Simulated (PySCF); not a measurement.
SMILES N#Cc1ccc([SeH])s1 (C5H3NSSe), singlet (GFN2-xTB optimised geometry):

```
11

N     -2.263    -3.252     0.005
C     -1.565    -2.340     0.002
C     -0.713    -1.235     0.000
C      0.659    -1.235     0.000
C      1.207     0.055     0.000
C      0.250     1.034     0.000
Se     0.571     2.899     0.001
S     -1.354     0.384     0.000
H      1.242    -2.139     0.000
H      2.263     0.263     0.000
H     -0.832     3.252     0.006
```

Computed with PySCF with PBE/def2-TZVP.

**Question.** What are the frontier orbital energies and the dipole moment?

**Answer.** HOMO-2 -7.37 eV, HOMO-1 -7.07 eV, HOMO -5.70 eV, LUMO -2.60 eV, LUMO+1 -1.99 eV; dipole moment 4.64 D.

Meta-Löwdin charges at PBE/def2-TZVP: N1 -0.21, C2 0.09, C3 -0.17, C4 -0.11, C5 -0.16, C6 -0.23, Se7 0.10, S8 0.32, H9 0.15, H10 0.14, H11 0.08.
